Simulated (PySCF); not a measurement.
PySCF input file for C3H8OSi2, SMILES O[Si@@H]1CC=C[SiH2]1, PBE0/pcSseg-1. The structure is a stationary point at B3LYP-D3(BJ)/def2-SVP. The structure was generated by enumeration; whether it is a known compound was not checked. Other conformers were not sampled.

```python
import numpy as np
from pyscf import gto, scf, dft
from pyscf.prop.nmr import rks as nmr

mol = gto.M(
    atom='''
    O    -2.29465825   -0.43288149    0.36944895
    Si   -0.92992026   -0.32227892   -0.60244686
    C     0.42429925   -1.58665614   -0.13050391
    C     1.55692815   -0.90930567    0.61165855
    C     1.72273726    0.42754716    0.69434368
    Si    0.44530378    1.52811444   -0.14628850
    H    -2.23451131   -0.03057888    1.24341445
    H    -1.41954518   -0.54351510   -1.98793921
    H    -0.00317009   -2.40942418    0.47065387
    H     0.81651747   -2.07058485   -1.04552486
    H     2.28878721   -1.57312251    1.09381377
    H     2.58993091    0.81346261    1.24247082
    H    -0.12079417    2.55221946    0.78622923
    H     1.00089366    2.25338604   -1.32940452
    ''',
    basis='pcSseg-1',
    charge=0,
    spin=0,
    max_memory=1600,
    verbose=3,
)
mf = dft.RKS(mol, xc='pbe0')
mf.grids.level = 3
mf.conv_tol = 1e-10
mf.max_cycle = 100
mf.kernel()
n = nmr.NMR(mf)
n.verbose = 2
n.max_cycle_cphf = 60
sigma = n.kernel()
print('atom   isotropic/ppm   span/ppm')
for i, s in enumerate(sigma):
    w = np.linalg.eigvalsh((s + s.T) / 2)
    print(f'{mol.atom_symbol(i):2s}{i + 1:3d} {w.mean():14.3f} {w[2] - w[0]:11.3f}')
```

It prints:

```
converged SCF energy = -772.854423182468
atom   isotropic/ppm   span/ppm
O   1        312.211      56.680
Si  2        340.589     114.890
C   3        155.192      32.579
C   4         20.918     247.404
C   5         50.983     223.513
Si  6        431.057      65.100
H   7         30.656      20.280
H   8         25.971       7.940
H   9         29.362       9.246
H  10         29.502      10.337
H  11         24.136       5.281
H  12         24.922       3.178
H  13         27.341       8.331
H  14         27.299       8.912
```

The calculation finished and met its thresholds.
